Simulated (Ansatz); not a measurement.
A structure relaxed at r2SCAN-D4/def2-SVP in Ansatz, charge 0, singlet:

```xyz
6

Pb   -0.256   -1.957   -1.754
Pb    0.620   -0.507    2.517
Pb   -0.832    1.506   -0.340
Se    1.333    1.738    1.403
Se   -1.392   -1.188    0.689
Se    0.526    0.410   -2.515
```

Problem. Give its formula and point group.

Solution. Pb3Se3. Point group Cs (tolerance 0.1 Å).

Problem. Summarise the bond lengths by kind (pairs closer than 1.2 times the sum of covalent radii, bridged metal pairs left out).

Solution. 7 × Pb–Se 2.61 to 2.94 Å.

In the def2 sets Pb takes a core potential; there is no spin–orbit coupling. Another isomer (singlet) lies 0.42 eV lower at PBE0-D4/def2-TZVP; other spin states weren't run for this one.
